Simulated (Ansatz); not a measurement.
Basis-set extrapolation for CH$_{9}$AlSSi$_{2}$ (`C[SiH](S)[SiH2][AlH2]`) (PBE0-D4/def2-TZVP geometry, frozen core, Ansatz). Multiplicity 1, RHF reference.

```csv
,def2-TZVPP,def2-QZVPP
HF,-1260.509940,-1260.547506
MP2 correlation,-0.697641,-0.749407
CCSD(T) correlation,-0.810777,not run
```

Energies in hartree. Use E(X) = E(∞) + A·exp(−7.88·√X) for Hartree–Fock and E(X) = E(∞) + B·X^(−2.97) for correlation, with X = 3 and 4, and add CCSD(T) minus MP2 of the smaller set to the MP2 limit.

**Question.** What is the CCSD(T) energy at the basis-set limit?

**Answer.** HF limit: -1260.547506 + (-0.037566) × 0.13774 = -1260.55268. MP2 limit: -0.749407 + (-0.051766) × 0.74074 = -0.78775. Higher-order term: -0.810777 − (-0.697641) = -0.11314. Total: -1261.45357 hartree, 348.8 kJ/mol below CCSD(T)/def2-TZVPP.
